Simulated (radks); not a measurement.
The numbers below are computed, except where a source is named.
Q: The silicon ion Si+, 13 electrons, occupied as [Ne] 3s1.5 3p1.5 (fractional occupations, a model configuration). Code: a radial shooting solver on a logarithmic mesh with Libxc functionals. Model: non-relativistic Kohn-Sham, SCAN, spin-unpolarised, spherical densities, point nucleus; meta-GGA in the generalised Kohn-Sham scheme. Some entries of the table are withheld. Estimate them.

orbital  occ.  eigenvalue (eV)  <r> (bohr)
1s          2        -1803.091      0.1117
2s          2              (1)      0.5669
2p          6        -108.2049      0.5361
3s        1.5         -19.6942       2.077
3p        1.5              (2)         (3)

A: 
(1) 2s eigenvalue (eV): -153.3518
(2) 3p eigenvalue (eV): -11.9366
(3) 3p <r> (bohr): 2.436
